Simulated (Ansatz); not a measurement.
Results of the Gaussian-basis code of Ansatz.

A structure relaxed at PBE0-D4/def2-TZVP, charge 0, multiplicity 1:

```xyz
19

C     1.307   -2.592    0.165
N     0.164   -1.799   -0.217
Ga    0.028    0.011   -0.085
N    -1.554    0.832   -0.453
C    -2.777    0.175   -0.844
N     1.426    0.981    0.561
C     1.416    2.396    0.841
H     1.947   -2.022    0.844
H     1.013   -3.501    0.704
H     1.932   -2.900   -0.685
H    -0.510   -2.308   -0.764
H    -1.574    1.829   -0.589
H    -2.735   -0.883   -0.573
H    -3.649    0.594   -0.327
H    -2.977    0.225   -1.923
H     2.349    0.580    0.561
H     0.386    2.750    0.935
H     1.896    3.003    0.060
H     1.913    2.629    1.791
```

**Question.** Give its formula and SMILES.

**Answer.** C3H12GaN3, `C[NH][Ga]([NH]C)[NH]C`.

**Question.** Point group (tolerance 0.08 Å, 0.16 Å for H)?

**Answer.** C3.

**Question.** Summarise the bond lengths by kind.

**Answer.** 3 × C–N 1.442 Å; 9 × C–H 1.093 to 1.099 Å; 3 × Ga–N 1.820 Å; 3 × H–N 1.006 Å.
